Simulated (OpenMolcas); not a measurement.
Au3+ (d8) among equal point charges was computed by CASSCF with the d shell active (OpenMolcas, ANO-RCC-VDZP on the metal). Its lowest spin-free states, and all those of the highest spin:

```
2S+1  Degeneracy  E (cm-1)
   3           3       0.0
   3           3      1641
   3           1      3618
   1           3     12855
   1           2     13462
   3           3     15116
   1           3     19311
   1           3     20215
   1           2     20497
   1           1     20509
   1           1     48023
```

Is the site octahedral, tetrahedral or cube-like, axial, or of lower symmetry?

The states with 2S+1 = 3 have orbital degeneracies 3, 3, 1, 3. Threefold states need a cubic site. For d8 at this spin an octahedron puts the single A2 below the threefold T2 and a tetrahedron or cube puts the threefold T1 below the threefold T2, so the site is a tetrahedron or a cube, which this pattern cannot tell apart. The run had Au3+ among 4 point charges of -1.5 e arranged as a tetrahedron (Td), 2.15 Å from the ion.

An orbital triplet at a regular site is open to Jahn-Teller coupling, which can distort the site and quench the lowest spin-orbit gaps and is left out. Without dynamic correlation the repulsion within the d shell is too large (B by tens of per cent), so at a given field states of lower spin stand too high. Real 4d8 and 5d8 ions are as a rule square planar and diamagnetic. The ground term spreads over less than 5000 cm-1, several times less than with real ligands, so orbital moments are less quenched and χT lies further from the spin-only value than at real sites. This is an electrostatic model: the charges have no orbitals. No measured value stands beside these numbers.
